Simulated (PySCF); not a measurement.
Start geometry of `COC1=CC=CC12CCC2` from GFN2-xTB (Å):
```
atom  x, y, z in Å
C1     2.7603    1.2828   -0.4381
O2     1.3604    1.1600   -0.3609
C3     0.8793   -0.0967   -0.2202
C4     1.5033   -1.2854   -0.1331
C5     0.4941   -2.3173    0.0073
C6    -0.7253   -1.7675    0.0080
C7    -0.6084   -0.2851   -0.1370
C8    -1.4797    0.3620   -1.2417
C9    -2.4160    0.9315   -0.1701
C10   -1.3814    0.5666    0.9001
H11    2.9698    2.3457   -0.5467
H12    3.1555    0.7397   -1.3024
H13    3.2399    0.9048    0.4703
H14    2.5591   -1.4826   -0.1587
H15    0.7294   -3.3633    0.0949
H16   -1.6719   -2.2667    0.0948
H17   -0.9308    1.1328   -1.7773
H18   -1.9157   -0.3374   -1.9513
H19   -2.6543    1.9890   -0.2603
H20   -3.3413    0.3674   -0.0733
H21   -1.7444    0.0189    1.7666
H22   -0.7923    1.4200    1.2270
```

**Question.** What comes out of this run: PySCF, PBE0-D3(BJ)/def2-SVP geometry optimisation, gas phase?

**Answer.** 
```
atom  x, y, z in Å
C1     2.9969   -0.1381   -0.5140
O2     1.5989   -0.2294   -0.4486
C3     1.0894   -1.4569   -0.3093
C4     1.6899   -2.6692   -0.2178
C5     0.6260   -3.6689   -0.0766
C6    -0.5827   -3.0710   -0.0834
C7    -0.3995   -1.5898   -0.2336
C8    -1.2604   -0.9110   -1.3391
C9    -2.2702   -0.4876   -0.2601
C10   -1.1701   -0.7065    0.7911
H11    3.2503    0.9238   -0.6246
H12    3.3920   -0.7010   -1.3780
H13    3.4644   -0.5326    0.4055
H14    2.7571   -2.8862   -0.2419
H15    0.8092   -4.7411    0.0192
H16   -1.5562   -3.5547    0.0046
H17   -0.7191   -0.0462   -1.7510
H18   -1.6012   -1.5541   -2.1632
H19   -2.7120    0.5168   -0.3378
H20   -3.0863   -1.2185   -0.1552
H21   -1.4353   -1.1787    1.7479
H22   -0.6029    0.2163    0.9844
```

The energy falls by 8.0 kJ/mol over 8 energy and gradient evaluations, the largest force component goes from 0.0179 to 3.7e-04 Eh/bohr, and the atoms move by 0.133 Å rms after alignment. Among the bonds, O2–C3, C4–C5, C5–H15 and C6–H16 change most and about equally (-0.017 to +0.017 Å). Bonds longer at the end by more than 0.005 Å: 18 of 23; shorter: 2. Among the angles that change most is C9–C8–H18, from 116.8° to 118.9°. Among the dihedrals that turn most is H17–C8–C9–H19, from 18° to 29°. Rotational constants go from 1986, 1270, 886.2 to 2023, 1248, 881.8 MHz. The orientation of the end geometry is arbitrary; only internal coordinates are fixed.

The run used 200 basis functions and 57 SCF cycles in all.

No frequency check. The numbers are those of one conformer.
